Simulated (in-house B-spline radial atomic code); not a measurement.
Ionising Mo IV (Mo3+) with different functionals

Computed with a radial B-spline atomic code at the basis-set limit: four-component Dirac-Coulomb Hamiltonian, Fermi nucleus of rms radius 4.4091 fm, spin-restricted, spherical fractional occupations for the functionals, and exact exchange of hybrids averaged over the configuration. The ionisation energy is the difference of two self-consistent energies, [Kr] 4d3 → [Kr] 4d2, without Breit or QED terms; ε is the level of the shell that loses the electron (mean over j). The electron is taken from both j subshells in proportion to 2j + 1, so the result is a j average, not the step between ground levels.

| method | rung | ΔSCF (eV) | -ε(4d) (eV) |
| --- | --- | --- | --- |
| PBE0 | global hybrid | 39.46 | 34.70 |
| B97-1 | global hybrid | 39.43 | 34.37 |
| LC-wPBE | range-separated hybrid | 39.45 | 37.60 |
| wB97X | range-separated hybrid | 39.30 | 37.20 |

(1) Among the functionals, which spreads more, the ΔSCF values or the orbital energies?

(2) How do they compare with the NIST value?

Results:

(1) The orbital energies: ΔSCF values span about 0.16 eV and the orbital energies 3.24 eV; here energy differences depend much less on the functional than eigenvalues do.

(2) NIST lists 40.33 eV ± 0.06 (semi-empirical, ground level to ground level). Errors run from -1.03 to -0.87 eV. The correlated functionals all miss on the same side by more than they spread, so the cause is common to them (Breit-QED terms, spin polarisation, the choice among j levels, multiplet and fine-structure energies, or a listed next ion that isn't the cheapest removal here) and closeness doesn't rank the functionals.
